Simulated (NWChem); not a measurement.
## Electron attachment to GaO

SMILES: [O]=[Ga]
```xyz
2

Ga     0.0000     0.0000     0.3512
O      0.0000     0.0000    -1.3608
```
Charge 0, spin multiplicity 2.

Everything below was run with NWChem. Structure: optimised with UPBE/def2-SVP, a minimum by its harmonic frequencies.

Basis set: def2-TZVPD. The species with one electron more has spin multiplicity 1 and keeps the geometry of the parent. Δ marks differences of total energies (open shells unrestricted). −ε marks an orbital energy of the parent. That orbital need not have the symmetry of the hole or added electron in the Δ rows. The basis adds only a small set of diffuse functions.

The Hamiltonian is non-relativistic. B3LYP has NWChem's definition, with VWN1-RPA local correlation. The structure started from a generated list of species. The unpaired electrons of the parent sit in orbitals of symmetry a1 (C2v labels of the run); other states weren't searched. No SCF solution was tested for a lower state. Open-shell Hartree-Fock references start from PBE0 orbitals.

Q: For the vertical electron affinity, −ε(beta LUMO) of BHandHLYP gives 3.10 eV and −ε(beta LUMO) of PBE gives 5.56 eV. What do −ε(beta LUMO) of B3LYP, −ε(beta LUMO) of HF, ΔBHandHLYP give?

A: −ε(beta LUMO) of B3LYP: 4.78 eV; −ε(beta LUMO) of HF: -0.37 eV; ΔBHandHLYP: 2.29 eV.
